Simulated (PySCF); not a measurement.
Run record: geometry optimisation, `[O]=[W-2](=[O])(=[O])=[O]` ([WO4]2-).

Method: PBE0-D3(BJ)/def2-SVP geometry optimisation, gas phase, def2 core potentials past Kr (PySCF 2.14.0). Start geometry: GFN2-xTB. The input is one job of a driver script: a line of settings, then coordinates in Å.

Input:
```
{"job": {"xc": "PBE0", "basis": "def2-SVP", "d3": "d3bj", "grid": 1, "maxiter": 30, "shake": 0.03, "kind": "geom"}, "charge": -2, "multiplicity": 1}
W      0.061180    -0.077340     0.012670
O     -0.005780    -0.032260     1.797030
O      1.635900     0.004660    -0.637250
O     -0.757650     1.482830    -0.591630
O     -0.858800    -1.488370    -0.642950
```

Output:
```
step   0  E = -367.55057612  max force = 0.115314
step   1  E = -367.56081642  max force = 0.050146
step   2  E = -367.56326440  max force = 0.009945
step   3  E = -367.56347551  max force = 0.005744
step   4  E = -367.56355658  max force = 0.001050
step   5  E = -367.56355810  max force = 0.000599
step   6  E = -367.56356047  max force = 0.000197
optimisation converged
```

Energies in Eh; «max force» is the largest Cartesian gradient component in Eh/bohr.

Task: Give the first gradient maximum in eV/Å.

Result: With 1 Eh/bohr = 51.422 eV/Å, 5.930 eV/Å.

In short: final energy -367.56356 Eh after 6 steps.

Task: Give the final coordinates.

Result: 0.060 Å rms from the input after alignment:
```
atom  x, y, z in Å
W1     0.0146   -0.0221   -0.0125
O2     0.0309   -0.0383    1.7790
O3     1.6984   -0.0438   -0.6243
O4    -0.8113    1.4602   -0.5891
O5    -0.8577   -1.4666   -0.6152
```

The ion is multiply charged and computed in the gas phase, without counter-ions or solvent; whether it holds all its electrons wasn't checked.

Time: 43 s wall; peak memory 0.35 GiB. Hardware: one thread of an Intel Xeon Platinum 8259CL at 2.50 GHz, no GPU, shared host with 96 logical CPUs at a one-minute load of 50.
Labels such as C1 count atoms from 1, the log's own numbers from 0.
